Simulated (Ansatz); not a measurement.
```yaml
atoms:
  - { symbol: C, position_ang: [0.0000, 0.0000, 0.0000] }
  - { symbol: C, position_ang: [1.4100, 0.0000, 0.0000] }
  - { symbol: C, position_ang: [-0.7050, 1.2211, 0.0000] }
  - { symbol: C, position_ang: [-0.7050, -1.2211, 0.0000] }
  - { symbol: H, position_ang: [1.9714, -0.9343, 0.0000] }
  - { symbol: H, position_ang: [1.9714, 0.9343, 0.0000] }
  - { symbol: H, position_ang: [-1.7948, 1.2401, 0.0000] }
  - { symbol: H, position_ang: [-0.1766, 2.1744, 0.0000] }
  - { symbol: H, position_ang: [-1.7948, -1.2401, 0.0000] }
  - { symbol: H, position_ang: [-0.1766, -2.1744, 0.0000] }
```

Basis set: 6-31G* (spherical functions). Left uncorrelated: 4 orbitals. Charge 0, multiplicity 3.

Computed with Ansatz (development build ahead of 0.2.0); each method stands on the lowest determinant of its kind that the runs found.

(1) Give the atomization energy at this shape (free ground-state atoms in the same class of orbitals less the molecule, no zero-point energy) of triplet C₄H₆ by UHF-MP2, UHF.

## Answers

(1)

```csv
method,atomization energy
UHF-MP2,38.71 eV
UHF,32.26 eV
```

Caution: the unrestricted determinant is spin contaminated.
